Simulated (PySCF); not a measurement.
B3LYP has the VWN-RPA correlation part, as in Gaussian. Excitations are Tamm–Dancoff values on a coarser integration grid. The basis has no diffuse functions, so Rydberg states are missing or too high.

Cartesian coordinates (Å):
SMILES: O=C(O)[SiH2]O
```xyz
9

O      0.8659     1.4083     0.4348
C      0.8104     0.2365     0.1494
O      1.8747    -0.5720     0.2037
Si    -0.8520    -0.5467    -0.4122
O     -1.9013     0.7063    -0.3630
H      2.6329    -0.0414     0.4996
H     -0.7043    -1.0948    -1.7813
H     -1.2329    -1.6278     0.5275
H     -1.4934     1.5315    -0.0787
```
Charge 0, multiplicity 1.

Task: What S1 oscillator strength, S1–T1 gap (TDA), LUMO, HOMO and T1 excitation (TDA) does PySCF 2.14.0 with B3LYP-D3(BJ)/def2-TZVP // PBE0-D4/def2-TZVP give?

Result: 
The S1 oscillator strength is 0.006 and the S1–T1 gap (TDA) is 0.73 eV. The LUMO is -1.12 eV, the HOMO comes out as -7.97 eV and the T1 excitation (TDA) is 4.49 eV.
